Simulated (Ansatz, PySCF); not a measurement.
Process, species as SMILES: CC[N](C)[GeH3] -> [CH2][N](C)[GeH3] + [CH3] (CH3) (the C-C bond at the site shown breaks; other sites are not compared here)
Geometries: B3LYP-D3(BJ)/def2-TZVP minima from Ansatz (a quantum-chemistry and plane-wave program), one conformer each, not searched for the lowest. Frequencies are from PySCF.

Quantity: bond dissociation energy (enthalpy at 298 K, with B3LYP-D3(BJ) rigid-rotor harmonic-oscillator terms), in kcal/mol. Valence correlation only, unless marked. Open shells are spin-unrestricted. Spin-orbit coupling is left out. The frozen core is the preceding noble-gas configuration, with the filled d and f shells of earlier blocks. No relativistic terms. CBS(X,Y): correlation extrapolated as X^-3; Hartree-Fock from the larger set.

```tsv
level	program	bond dissociation energy (kcal/mol)
HF/aug-cc-pVDZ	Ansatz	52.0
HF/cc-pVQZ	Ansatz	50.4
PBE-D4/def2-TZVPD	Ansatz + dftd4	77.4
r2SCAN/def2-TZVPD	Ansatz	71.1
r2SCAN-D4/def2-TZVPD	Ansatz + dftd4	71.7
B97M-V/def2-TZVPD	Ansatz	77.5
B3LYP-D3(BJ)/def2-TZVPD	Ansatz + dftd3	74.0
B3LYP-D4/def2-TZVPD	Ansatz + dftd4	73.9
PBE0/STO-3G	Ansatz	104.3
BHLYP-D4/def2-TZVPD	Ansatz + dftd4	72.9
CAM-B3LYP-D3(BJ)/def2-TZVPD	Ansatz + dftd3	75.2
B2GP-PLYP-D3(BJ)/def2-TZVPD	Ansatz + dftd3	77.4
B2GP-PLYP/def2-TZVPD	Ansatz	76.2
RPA@PBE/cc-pVTZ	Ansatz	77.1
RPA@PBE/cc-pVQZ	Ansatz	76.9
RI-MP2/CBS(aug-cc-pVTZ,aug-cc-pVQZ)	Ansatz	84.6
CCSD/STO-3G	Ansatz	96.5
CCSD/aug-cc-pVTZ	Ansatz	76.6
CCSD(T)/6-31G	Ansatz	71.0
CCSD(T)/cc-pVQZ	Ansatz	79.4
CCSD(T)/CBS(cc-pVTZ,cc-pVQZ)	Ansatz	80.0
```
